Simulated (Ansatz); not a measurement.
`[SiH3]O[Si]1(Cl)CO1` + `BN[SiH3]` → `BN([SiH3])[SiH3]` + `O[Si]1(Cl)CO1`  (ligand exchange at the Si–O bond)

Gas-phase electronic energies from Ansatz, PBE0-D4/def2-TZVP geometries. CCSD(T)/CBS adds triple-zeta CCSD(T) − MP2 to the extrapolated MP2 energy (def2 sets, frozen cores). Functionals use def2-TZVPP. One conformer a species, not always the lowest.

```tsv
level	ΔE (kJ/mol)
r2SCAN	63.4
HF/CBS(def2)	81.7
```

Question: What does CCSD(T)/CBS give? (Estimate.)

Answer: The calculation gave: +62.2 kJ/mol. The listed levels differ from it by 1.2, 19.5 kJ/mol.

Largest T1 diagnostic among the species: 0.013.

The D4 term adds −4.1 kJ/mol with B3LYP and −1.9 kJ/mol with PBE0; it sums over pairs of atoms, weighted by their polarisabilities, and B3LYP, whose exchange is more repulsive, gets the larger term. In def2-TZVPP, CCSD(T) changes the Hartree–Fock value by −19.0 kJ/mol (the triples alone add −3.0 kJ/mol) and MP2 by −20.4 kJ/mol.

B3LYP here is the variant with VWN-RPA as its local correlation; programs differ in this.
